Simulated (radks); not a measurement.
The numbers below are computed, except where a source is named.
Ru II, configuration [Kr] 4d7 (the NIST ground configuration).

Code: a radial shooting solver on a logarithmic mesh with Libxc functionals. Model: scalar-relativistic Kohn-Sham, r2SCAN, spin-polarised, spherical densities, finite nucleus; open shells are filled with parallel spins first (spin-orbit coupling, left out, can overturn this in heavy ions); meta-GGA in the generalised Kohn-Sham scheme; Fermi nuclear charge, rms radius 4.4809 fm.

Energy parts (hartree):
| part | energy |
|---|---|
| total | -4531.11061 |
| kinetic | 4685.65813 |
| electron-nucleus | -10919.05341 |
| Hartree | 1836.06829 |
| exchange-correlation | -133.78361 |

Orbitals (lengths in bohr, moments of r in powers of bohr; <r^-3> diverges for s and p1/2; r(90%) holds 90 % of the orbital's charge):
orbital  occ.  eigenvalue (hartree)  r(90%)     <r^2>  <r^-3>      <r^4>
1s down     1             -808.1275  0.0599  0.001510       -  5.921e-06
1s up       1             -808.1269  0.0599  0.001510       -  5.921e-06
2s up       1             -116.8966   0.225   0.02499       -   0.001076
2s down     1             -116.8750   0.225   0.02499       -   0.001076
2p up       3             -104.6204   0.207   0.01970    3000  0.0007726
2p down     3             -104.6048   0.207   0.01969    3001  0.0007723
3s up       1             -21.00358   0.592    0.1847       -    0.05262
3s down     1             -20.99799   0.592    0.1847       -    0.05260
3p up       3             -16.93440   0.606    0.1882   516.7    0.05749
3p down     3             -16.92660   0.606    0.1882   516.1    0.05743
3d up       5             -10.40759   0.611    0.1767   69.27    0.05975
3d down     5             -10.39119   0.611    0.1767   69.21    0.05957
4s up       1              -3.19043    1.49     1.193       -      2.155
4s down     1              -3.10127    1.49     1.183       -      2.120
4p up       3              -2.06679    1.68     1.476   76.14      3.465
4p down     3              -1.96990    1.68     1.465   77.48      3.428
4d up       5              -0.49936    2.58     3.145   5.535      20.08
4d down     2              -0.40306    2.73     3.451   5.371      26.04

The highest occupied level is 4d down at -10.968 eV. For comparison, the ionisation energy in NIST's Atomic Spectra Database is 16.8 eV (semi-empirical). In exact Kohn-Sham theory the highest level is minus the ionisation energy, but local and semilocal functionals leave it too shallow, through self-interaction and a potential that decays too fast; potentials with the right tail come closer.
